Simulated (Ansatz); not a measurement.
BH3O (SMILES BO) moved off its minimum; all values from Ansatz (a quantum-chemistry and plane-wave program), cores frozen in correlated methods.
(charge 0, multiplicity 1)
```xyz
5

B     -0.3934    -0.4807     0.1415
H     -0.3124    -1.3407     0.9724
H     -1.2935    -0.7269    -0.7379
O      0.4616     0.4587    -0.0070
H      0.2619     1.1282    -0.8759
```

```json
[
 {"level": "HF/def2-TZVPP", "largest force (eV/Å)": "7.69", "on atom": "O4", "rms difference from CCSD(T)/aug-cc-pVTZ (eV/Å)": "0.536", "dipole (D)": "1.82"},
 {"level": "PBE/def2-TZVPP", "largest force (eV/Å)": "6.60", "on atom": "O4", "rms difference from CCSD(T)/aug-cc-pVTZ (eV/Å)": "0.261", "dipole (D)": "1.82"},
 {"level": "r2SCAN/def2-TZVPP", "largest force (eV/Å)": "6.68", "on atom": "O4", "rms difference from CCSD(T)/aug-cc-pVTZ (eV/Å)": "0.236", "dipole (D)": "1.83"},
 {"level": "B3LYP/def2-TZVPP", "largest force (eV/Å)": "6.69", "on atom": "O4", "rms difference from CCSD(T)/aug-cc-pVTZ (eV/Å)": "0.241", "dipole (D)": "1.81"},
 {"level": "wB97M-V/def2-TZVPP", "largest force (eV/Å)": "6.89", "on atom": "O4", "rms difference from CCSD(T)/aug-cc-pVTZ (eV/Å)": "0.197", "dipole (D)": "1.86"},
 {"level": "MP2/aug-cc-pVTZ", "largest force (eV/Å)": "7.30", "on atom": "O4", "rms difference from CCSD(T)/aug-cc-pVTZ (eV/Å)": "0.057", "dipole (D)": "1.81"},
 {"level": "CCSD(T)/aug-cc-pVTZ", "largest force (eV/Å)": "7.24", "on atom": "O4", "rms difference from CCSD(T)/aug-cc-pVTZ (eV/Å)": "0.000", "dipole (D)": "1.76"}
]
```

The differences count from one level among others, with limits of its own. Forces at CCSD(T)/aug-cc-pVTZ (eV/Å):

```csv
atom,Fx,Fy,Fz
B1,-3.823,-4.073,-1.415
H2,0.312,0.460,0.393
H3,0.788,0.627,0.958
O4,1.944,5.952,-3.638
H5,0.779,-2.966,3.702
```
